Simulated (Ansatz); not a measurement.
Tuning the range parameter of LC-ωPBE so that −HOMO meets the ionisation energy; basis def2-SVP, Ansatz. System: `CCCCCCCCCCCC[Si](C)(C)Cl`. The state is a singlet with charge 0. Geometry: PBE-D4/def2-SVP. The ionised state is a doublet.

Geometry of the singlet:

Cartesian coordinates in Å:
```
C 6.7310 -2.9517 -0.9955
C 5.4304 -3.0327 -0.1937
C 4.2102 -2.4935 -0.9482
C 2.9065 -2.5660 -0.1459
C 1.6532 -2.1174 -0.9129
C 1.6748 -0.6683 -1.4275
C 1.9017 0.4070 -0.3517
C 0.8976 0.4001 0.8107
C -0.5633 0.6075 0.3955
C -1.5260 0.6933 1.5844
C -3.0081 0.8395 1.2064
C -3.3559 2.1437 0.4707
Si -5.1871 2.3828 0.0734
C -5.4701 3.9854 -0.8728
C -6.2579 2.2993 1.6206
Cl -5.7707 0.7865 -1.1797
H 7.5943 -3.3494 -0.4240
H 6.9687 -1.9029 -1.2733
H 6.6592 -3.5322 -1.9395
H 5.5437 -2.4720 0.7615
H 5.2383 -4.0885 0.1031
H 4.4115 -1.4413 -1.2510
H 4.0872 -3.0589 -1.9010
H 3.0179 -1.9647 0.7847
H 2.7554 -3.6129 0.1996
H 1.5004 -2.7966 -1.7810
H 0.7630 -2.2664 -0.2628
H 2.4627 -0.5607 -2.2044
H 0.7179 -0.4687 -1.9570
H 1.8778 1.4060 -0.8417
H 2.9291 0.3067 0.0624
H 1.1823 1.1985 1.5317
H 0.9829 -0.5522 1.3813
H -0.8918 -0.2210 -0.2715
H -0.6344 1.5334 -0.2189
H -1.2286 1.5459 2.2378
H -1.4044 -0.2196 2.2095
H -3.6187 0.7654 2.1331
H -3.3167 -0.0233 0.5750
H -2.7998 2.2183 -0.4894
H -3.0374 3.0255 1.0754
H -6.5372 4.0980 -1.1516
H -5.1802 4.8580 -0.2501
H -4.8667 4.0075 -1.8027
H -7.3289 2.4292 1.3657
H -6.1437 1.3227 2.1322
H -5.9703 3.1011 2.3331
```

```
ω (1/bohr)  HOMO (eV)  LUMO (eV)  vertical IE (eV)  HOMO + IE (eV)
       0.1      -8.03       1.97              8.83            0.79
      0.15      -8.65       2.49              9.16            0.50
       0.2      -9.19       2.88              9.47            0.28
       0.3     -10.02       3.37              9.92           -0.11
```

(1) Where does the tuning condition hold?

Answers

(1) Near ω = 0.27 bohr⁻¹, by linear interpolation.
